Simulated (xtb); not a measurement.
F4Ge (SMILES [F][Ge]([F])([F])[F]), singlet, at a GFN2-xTB geometry. Base run: GFN2-xTB (xtb).

xtb was given this input:
```
$ xtb mol.xyz --gfn 2 --json

# file mol.xyz
5

F      1.28249365    -1.06843622    -0.11172530
Ge    -0.00000000    -0.00000000    -0.00000000
F      0.58041552     1.56903814     0.00809899
F     -1.01772117    -0.21135552    -1.31087792
F     -0.84518800    -0.28924641     1.41450423
```

The base run was repeated with changes; each row names its change, and settings that it needs were set with it.

| change | ΔE vs base (kJ/mol) | HOMO-LUMO gap (eV) | G_solv (kcal/mol) | SCF cycles |
|---|---|---|---|---|
| base | 0.00 | 8.83 | - | 10 |
| acc = 0.0001 | 0.00 | 8.83 | - | 13 |
| etemp = 3000 | 0.00 | 8.83 | - | 10 |
| alpb = acetone | -0.32 | 8.82 | -0.08 | 10 |
| gbsa = acetonitrile | 2.22 | 8.82 | 0.53 | 10 |
| file = coord | 0.00 | 8.83 | - | 10 |

ALPB and GBSA are two models with their own fitted parameters for each solvent, which aren't always the measured dielectric constant.
